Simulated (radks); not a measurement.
Values are calculated unless marked as measured or tabulated.
Gd+, 63 electrons, occupied as [Xe] 4f6.5 5d1.5 6s1 (fractional occupations, a model configuration). Level of theory: Dirac Kohn-Sham, BLYP, spin-unpolarised, spherical densities, finite nucleus; open shells are shared between the two j in proportion to 2j + 1; Fermi nuclear charge, rms radius 5.1569 fm (a radial shooting solver on a logarithmic mesh with Libxc functionals).

Unscreened Slater integrals over Kohn-Sham orbitals (hartree). Large and small components are both included.

integral            value
F0(5d5/2,5d5/2)   0.36350
F2(5d5/2,5d5/2)   0.18388
F4(5d5/2,5d5/2)   0.11950
F0(5d5/2,5d3/2)   0.36805
F2(5d5/2,5d3/2)   0.18619
G2(5d5/2,5d3/2)   0.18610
G4(5d5/2,5d3/2)   0.12100
F0(5d5/2,6s1/2)   0.28520
G2(5d5/2,6s1/2)  0.090948
F0(5d5/2,4f7/2)   0.47459
F2(5d5/2,4f7/2)   0.11160
F4(5d5/2,4f7/2)  0.053607
G1(5d5/2,4f7/2)  0.052864
G3(5d5/2,4f7/2)  0.041863
G5(5d5/2,4f7/2)  0.031649
F0(5d3/2,5d3/2)   0.37278
F2(5d3/2,5d3/2)   0.18875
F0(5d3/2,6s1/2)   0.28705
G2(5d3/2,6s1/2)  0.087483
F0(5d3/2,4f7/2)   0.48542
F2(5d3/2,4f7/2)   0.11708
G3(5d3/2,4f7/2)  0.044748
G5(5d3/2,4f7/2)  0.033766
F0(6s1/2,6s1/2)   0.25071
F0(6s1/2,4f7/2)   0.32643
G3(6s1/2,4f7/2)  0.011788
F0(4f7/2,4f7/2)    1.1048
F2(4f7/2,4f7/2)   0.52075
F4(4f7/2,4f7/2)   0.32587
F6(4f7/2,4f7/2)   0.23420
